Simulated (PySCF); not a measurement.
SMILES [CH3][Sn]([SeH])([SeH])[SeH], singlet (PBE0/def2-SVP optimised geometry):

```
11

C      0.968    -1.638     0.417
Sn     0.316     0.363     0.000
Se     1.378     1.040    -2.219
Se    -2.231     0.363     0.000
Se     0.982     2.087     1.759
H      0.588    -2.316    -0.359
H      2.067    -1.665     0.428
H      0.582    -1.941     1.400
H      0.820     2.399    -2.135
H     -2.279     1.834     0.000
H      2.279     2.316     1.100
```

Level of theory: PBE0/def2-TZVP, def2 effective core potentials past Kr in PySCF 2.14.0.

**Question.** What are the frontier orbital energies and the dipole moment?

**Answer.** HOMO-2 -7.28 eV, HOMO-1 -7.02 eV, HOMO -6.99 eV, LUMO -1.82 eV, LUMO+1 -0.26 eV; dipole moment 1.06 D.

On the same geometry PBE/def2-TZVP, def2 effective core potentials past Kr run with PySCF 2.14.0 gives HOMO-2 -6.12 eV, HOMO-1 -5.90 eV, HOMO -5.85 eV, LUMO -2.60 eV, LUMO+1 -1.09 eV; dipole moment 1.05 D.
